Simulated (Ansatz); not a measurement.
Species: sum formula ZnOH, net charge 1, singlet state. 
Structure (B3LYP-D3(BJ)/def2-TZVP (Ansatz, a first-principles code) minimum search):
```
O
H 1 0.9735
Zn 1 1.7713 2 113.57
```
Charge +1, spin multiplicity 1.

Wanted: vertical triplet-singlet gap (E(triplet) - E(singlet); each state is the SCF solution reached for its spin; for the singlet T1 is 0.026), in kJ/mol. Correlated levels leave the core frozen unless marked. Open shells are spin-unrestricted. Spin-orbit coupling is left out. Frozen are the shells of the preceding noble gas and the d and f shells that filled before the atom's block. No relativistic terms. Basis-set limits of correlation are two-point, X^-3; Hartree-Fock from the larger set.

```tsv
level	program	vertical triplet-singlet gap (kJ/mol)
HF/def2-TZVPPD	Ansatz	79.2
HF/def2-QZVPPD	Ansatz	82.9
SVWN5/def2-TZVPD	Ansatz	242.5
PBE/def2-TZVPD	Ansatz	223.5
PBE0/def2-TZVPD	Ansatz	199.0
BHLYP/def2-TZVPD	Ansatz	168.9
wB97X-V/def2-TZVPD	Ansatz	213.7
```

Question: What does CCSD(T)/CBS(def2-TZVPPD,def2-QZVPPD) (Ansatz) give?

Answer: 224.2 kJ/mol, so wB97X-V/def2-TZVPD differs from it by -10.5 kJ/mol.
